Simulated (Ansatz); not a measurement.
Calculated with Ansatz (gas phase, PBE0-D4/def2-TZVP geometries, no zero-point term in ΔE). CBS: MP2 limit from def2 TZ/QZ plus the TZ coupled-cluster correction, frozen cores. Functionals use def2-TZVPP. For Zn outer-core shells are correlated without core-valence functions, which leaves a few kJ/mol of doubt a bond. Scalar relativity is left out up to krypton. Each species was taken in one conformer, which may not be the lowest.

Reaction (redistribution): `C[S][Zn][S]C` + `[NH2][Al]([F])[F]` → `C[S][Zn][F]` + `C[S][Al]([NH2])[F]`

Is it downhill or uphill in electronic energy at CCSD(T)/CBS, and by how much? (Best estimate.)

Computed: Uphill: ΔE = +91.8 kJ/mol.

What do these levels give: PBE-D4, r2SCAN-D4, ωB97X-V, r2SCAN, HF/def2-TZVPP, CCSD/def2-TZVPP? (Best estimate.)

Ansatz gave: PBE-D4 84.7, r2SCAN-D4 89.8, ωB97X-V 85.5, r2SCAN 89.8, HF/def2-TZVPP 94.0, CCSD/def2-TZVPP 93.2 kJ/mol.

Largest T1 diagnostic among the species: 0.015.

From PBE to PBE0 (25 % exact exchange), in def2-TZVPP and without D4, ΔE moves by +3.9 kJ/mol.
